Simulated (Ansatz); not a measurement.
`[NH2][SnH]([F])[Cl]` + H₂S → `[F][SnH]([SH])[Cl]` + NH₃  (ligand exchange at the Sn–N bond)

Calculated with Ansatz (gas phase, PBE0-D4/def2-TZVP geometries, no zero-point term in ΔE). CCSD(T)/CBS adds triple-zeta CCSD(T) − MP2 to the extrapolated MP2 energy (def2 sets, frozen cores). This one scheme is used for every species. Functionals use def2-TZVPP. B3LYP here is the variant with VWN-RPA as its local correlation; programs differ in this. HSE06 is defined as in plane-wave codes. Elements past krypton have def2 core potentials. For Sn outer-core shells are correlated without core-valence functions, which leaves a few kJ/mol of doubt a bond. One conformer a species, not always the lowest.

```json
{"level": "LDA (SPW92)", "ΔE (kJ/mol)": "-57.9", "difference from CCSD(T)/CBS": "-1.6"}
{"level": "PBE-D4", "ΔE (kJ/mol)": "-61.5", "difference from CCSD(T)/CBS": "-5.2"}
{"level": "revPBE-D4", "ΔE (kJ/mol)": "-60.2", "difference from CCSD(T)/CBS": "-3.9"}
{"level": "BLYP-D4", "ΔE (kJ/mol)": "-57.6", "difference from CCSD(T)/CBS": "-1.3"}
{"level": "r2SCAN-D4", "ΔE (kJ/mol)": "-60.1", "difference from CCSD(T)/CBS": "-3.8"}
{"level": "B97M-V", "ΔE (kJ/mol)": "-60.4", "difference from CCSD(T)/CBS": "-4.1"}
{"level": "PBE0-D4", "ΔE (kJ/mol)": "-62.1", "difference from CCSD(T)/CBS": "-5.8"}
{"level": "B3LYP-D4", "ΔE (kJ/mol)": "-58.5", "difference from CCSD(T)/CBS": "-2.2"}
{"level": "r2SCAN0-D4", "ΔE (kJ/mol)": "-61.0", "difference from CCSD(T)/CBS": "-4.7"}
{"level": "HSE06-D4", "ΔE (kJ/mol)": "-62.4", "difference from CCSD(T)/CBS": "-6.1"}
{"level": "BHLYP-D4", "ΔE (kJ/mol)": "-59.4", "difference from CCSD(T)/CBS": "-3.1"}
{"level": "CAM-B3LYP-D4", "ΔE (kJ/mol)": "-53.2", "difference from CCSD(T)/CBS": "3.1"}
{"level": "ωB97X-V", "ΔE (kJ/mol)": "-53.8", "difference from CCSD(T)/CBS": "2.5"}
{"level": "ωB97M-V", "ΔE (kJ/mol)": "-56.2", "difference from CCSD(T)/CBS": "0.1"}
{"level": "B2PLYP", "ΔE (kJ/mol)": "-55.1", "difference from CCSD(T)/CBS": "1.2"}
{"level": "PBE-QIDH", "ΔE (kJ/mol)": "-58.5", "difference from CCSD(T)/CBS": "-2.2"}
{"level": "PBE", "ΔE (kJ/mol)": "-60.4", "difference from CCSD(T)/CBS": "-4.1"}
{"level": "revPBE", "ΔE (kJ/mol)": "-60.6", "difference from CCSD(T)/CBS": "-4.3"}
{"level": "BLYP", "ΔE (kJ/mol)": "-55.9", "difference from CCSD(T)/CBS": "0.4"}
{"level": "r2SCAN", "ΔE (kJ/mol)": "-59.9", "difference from CCSD(T)/CBS": "-3.6"}
{"level": "PBE0", "ΔE (kJ/mol)": "-61.0", "difference from CCSD(T)/CBS": "-4.7"}
{"level": "B3LYP", "ΔE (kJ/mol)": "-56.6", "difference from CCSD(T)/CBS": "-0.3"}
{"level": "r2SCAN0", "ΔE (kJ/mol)": "-60.7", "difference from CCSD(T)/CBS": "-4.4"}
{"level": "HSE06", "ΔE (kJ/mol)": "-61.2", "difference from CCSD(T)/CBS": "-4.9"}
{"level": "BHLYP", "ΔE (kJ/mol)": "-56.1", "difference from CCSD(T)/CBS": "0.2"}
{"level": "CAM-B3LYP", "ΔE (kJ/mol)": "-51.8", "difference from CCSD(T)/CBS": "4.5"}
{"level": "LC-ωPBE", "ΔE (kJ/mol)": "-52.8", "difference from CCSD(T)/CBS": "3.5"}
{"level": "RPA@PBE/def2-TZVPP", "ΔE (kJ/mol)": "-48.0", "difference from CCSD(T)/CBS": "8.3"}
{"level": "HF/def2-SVP", "ΔE (kJ/mol)": "-58.2", "difference from CCSD(T)/CBS": "-1.9"}
{"level": "MP2/def2-SVP", "ΔE (kJ/mol)": "-53.0", "difference from CCSD(T)/CBS": "3.3"}
{"level": "CCSD(T)/def2-SVP", "ΔE (kJ/mol)": "-52.6", "difference from CCSD(T)/CBS": "3.7"}
{"level": "MP2/def2-TZVPP", "ΔE (kJ/mol)": "-54.8", "difference from CCSD(T)/CBS": "1.5"}
{"level": "SCS-MP2/def2-TZVPP", "ΔE (kJ/mol)": "-51.6", "difference from CCSD(T)/CBS": "4.7"}
{"level": "CCSD/def2-TZVPP", "ΔE (kJ/mol)": "-51.0", "difference from CCSD(T)/CBS": "5.3"}
{"level": "CCSD(T)/def2-TZVPP", "ΔE (kJ/mol)": "-51.7", "difference from CCSD(T)/CBS": "4.6"}
{"level": "HF/def2-QZVPP", "ΔE (kJ/mol)": "-54.2", "difference from CCSD(T)/CBS": "2.1"}
{"level": "MP2/def2-QZVPP", "ΔE (kJ/mol)": "-57.4", "difference from CCSD(T)/CBS": "-1.1"}
{"level": "SCS-MP2/def2-QZVPP", "ΔE (kJ/mol)": "-54.3", "difference from CCSD(T)/CBS": "2.0"}
{"level": "MP2/CBS(def2)", "ΔE (kJ/mol)": "-59.4", "difference from CCSD(T)/CBS": "-3.1"}
{"level": "CCSD/CBS(def2)", "ΔE (kJ/mol)": "-55.6", "difference from CCSD(T)/CBS": "0.7"}
{"level": "CCSD(T)/CBS", "ΔE (kJ/mol)": "-56.3", "difference from CCSD(T)/CBS": "0"}
```

Largest T1 diagnostic among the species: 0.013.

Leaving LDA and LC-ωPBE aside and taking each functional with its dispersion term where it has one, the values spread over 9.2 kJ/mol, from HSE06-D4 to CAM-B3LYP-D4. At CCSD(T), def2-SVP lies +3.7 kJ/mol from the extrapolated value and def2-TZVPP +4.6 kJ/mol.
